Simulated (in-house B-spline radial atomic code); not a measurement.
Results of a calculation; reference values are marked as such.
# Correlation energy from the adiabatic connection: ω²r²/2 − Z/r, ω = 0.147, Z = 0.5

Two electrons in a singlet, external potential ω²r²/2 − Z/r, ω = 0.147, Z = 0.5 (atomic units). Full CI in B-splines (partial waves to l = 8, correlation up to 0.6 % small) with the density held fixed gives W(λ) = <V_ee>_λ − U, and E_c is the integral of W(λ) − W(0) from 0 to 1.

| λ | W(λ) − W(0) (hartree) |
| --- | --- |
| 0 | 0.00000 |
| 0.02 | -0.00183 |
| 0.05 | -0.00450 |
| 0.12 | -0.01031 |
| 0.25 | -0.01981 |
| 0.4 | -0.02908 |
| 0.6 | -0.03926 |
| 0.8 | -0.04757 |
| 1 | -0.05448 |

Question: Integrate the table by the trapezoid rule.

Answer: The strips give -0.00002, -0.00009, -0.00052, -0.00196, -0.00367, -0.00683, -0.00868, -0.01020, which sum to -0.03198 hartree. The direct value, W(1) − W(0) + T_c with T_c = 0.02238, is -0.03210; the curve is convex, so chords lie above it and the trapezoids fall short in size by 0.38 %.

Question: Now use only three numbers: W(0) = -0.34253, the initial slope W'(0) = -0.09295 (extrapolated from the first points) and the strong-coupling limit of the point-charge-plus-continuum model, W∞ = -0.47423. What do second-order theory and the interpolation W(λ) = W∞ + (W(0) − W∞)/√(1 + 2χλ) of Seidl, Perdew and Levy give?

Answer: Second order keeps the slope alone: E_c = W'(0)/2 = -0.04648, +45 % in size against -0.03210. Matching the slope fixes χ = W'(0)/(W∞ − W(0)) = -0.09295/(-0.13170) = 0.70577. Integrating, with s = √(1 + 2χ) = 1.552914, E_c = −(W(0) − W∞)(s − 1)/(s + 1) = −0.13170 × 0.552914/2.552914 = -0.02852 hartree, -11.1 % in size against the full result. At λ = 1 the formula gives W − W(0) = -0.04689 against -0.05448. Part of the miss can come from the model's W∞.
